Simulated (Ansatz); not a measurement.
The first iterations of a band of CH7AlO2Si (12 atoms, charge 0, multiplicity 1).

The calculation used RKS BLYP-D4/def2-SVP in Ansatz.

```json
{
 "movable images": "7",
 "climbing image": "yes",
 "spring": "5.0 eV/Å²",
 "optimiser": "quadratic models (default)",
 "start path": "IDPP",
 "force threshold": "0.05 eV/Å",
 "iteration limit": "60",
 "end points": "relaxed"
}
```

Initial state:

```xyz
12
Properties=species:S:1:pos:R:3
O -2.504 0.650 0.352
Al -0.988 1.366 -0.085
C 0.083 0.316 -1.352
O 0.498 0.079 0.130
Si 1.322 -1.308 0.689
H -3.093 1.049 1.012
H -0.585 2.820 0.413
H -0.294 -0.640 -1.767
H 0.977 0.667 -1.903
H 1.424 -1.163 2.174
H 0.556 -2.540 0.315
H 2.680 -1.350 0.056
```

Final state:

```xyz
12
Properties=species:S:1:pos:R:3
O -1.733 1.370 1.376
Al -0.752 1.509 -0.045
C -0.725 -0.091 -1.184
O 0.486 -0.023 -0.206
Si 1.384 -1.383 0.305
H -1.784 2.078 2.038
H -0.057 2.880 -0.442
H -1.330 -0.984 -0.931
H -0.325 -0.157 -2.214
H 0.466 -2.399 0.914
H 2.074 -1.978 -0.884
H 2.371 -0.878 1.309
```

| iteration | highest image above the first end (eV) | largest band force component (eV/Å) |
| --- | --- | --- |
| 1 | 0.186 | 1.057 |
| 2 | 0.060 | 0.280 |

Problem. Does the band converge within its limit, and where does its top end?

Solution. The run converged. It ended after 5 iterations with the highest image 0.053 eV above the first end. A vibrational analysis at the climbing image gives one clearly imaginary mode, 113i cm⁻¹: a first-order saddle point.

Run time: 88 s on 2 threads of Arm Neoverse V2 (shared host), peak memory 0.15 GiB.
